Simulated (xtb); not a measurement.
Cd(SeH)(SiH3) (CdH4SeSi), SMILES [SiH3][Cd][SeH]. All values are semi-empirical tight-binding results from xtb (GFN2-xTB unless named), good for trends rather than for accurate numbers. Coordinates come from a GFN2-xTB optimisation. Other conformers were not sampled.

Optimised geometry:

```xyz
7

Cd     0.4501    -0.6447     0.2894
Se     0.1735     1.5590    -1.1375
H      1.3537     2.0365    -1.7511
Si    -1.6143    -1.3961     1.5177
H     -2.5588    -2.0513     0.5836
H     -2.2741    -0.1811     2.0498
H     -1.4201    -2.3199     2.6498
```

For metal compounds this method's bond lengths and energies can be far off.

```yaml
orbital_gap: 2.96 eV
zero_point_energy: 18.0 kcal/mol
G − E(el) at 298.15 K (modified RRHO): -3.5 kcal/mol
```

**Question.** Give the atomic charges and the Wiberg bond orders between heavy atoms. (Estimate from the structure and the level; the computed values follow.)

**Answer.** charges (e) Cd1 0.26, Se2 -0.65, H3 0.22, Si4 0.38, H5 -0.07, H6 -0.06, H7 -0.08. Bond orders Cd1–Se2 0.70, Cd1–Si4 0.85.
